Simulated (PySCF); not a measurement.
**Gallium: a sound run and one with changed settings**

Sound run: Ga [Ar] 3d10 4s2 4p1, Ga⁺ [Ar] 3d10 4s2. All numbers are calculated (PySCF 2.14, a scalar-relativistic core potential, in aug-cc-pVDZ-PP with ECP10MDF (5s4p3d, 32 functions)). The sound run starts from symmetry-adapted Hartree-Fock orbitals and uses a fine grid where one is needed.

Changed run: radial step 0.5 in ln r (0.13 in the sound run). This setting is unsound on purpose.

| species | method | sound run (hartree) | changed run (hartree) | converged |
| --- | --- | --- | --- | --- |
| Ga | UHF | -258.29123 | -258.29123 | yes |
| Ga | M06-2X | -259.56626 | -259.55415 | yes |
| Ga | PBE0 | -259.40206 | -259.36278 | yes |
| Ga⁺ | UHF | -258.08833 | -258.08833 | yes |
| Ga⁺ | M06-2X | -259.35296 | -259.33955 | yes |
| Ga⁺ | PBE0 | -259.18356 | -259.14448 | yes |

Ionisation energy of Ga:

| method | sound run (eV) | changed run (eV) |
| --- | --- | --- |
| UHF | 5.521 | 5.521 |
| M06-2X | 5.804 | 5.839 |
| PBE0 | 5.946 | 5.940 |

A coarse radial grid mis-integrates the density and the exchange-correlation energy, with errors of either sign; Hartree-Fock needs no grid.

For comparison, NIST gives 5.999 eV between the lowest levels.
